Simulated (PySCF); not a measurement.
3-methylthiophene (C₅H₆S), SMILES Cc1ccsc1.

Geometry: PBE0-D3(BJ)/def2-SVP.

All values below come from ωB97X/def2-TZVP (PySCF).

Symmetry labels are those of the subgroup Cs that the program uses (full group Cs).

Computed valence orbital energies around the gap with their symmetry:
```
orbital  symmetry  energy (eV)
-------  --------  -----------
HOMO−7         A'       -14.44
HOMO−6         A'       -13.85
HOMO−5         A'       -13.11
HOMO−4         A"       -13.03
HOMO−3         A'       -12.69
HOMO−2         A'       -11.94
HOMO−1         A"        -9.21
HOMO           A"        -8.88
LUMO           A"         1.79
LUMO+1         A'         3.12
LUMO+2         A"         3.47
LUMO+3         A'         3.65
```
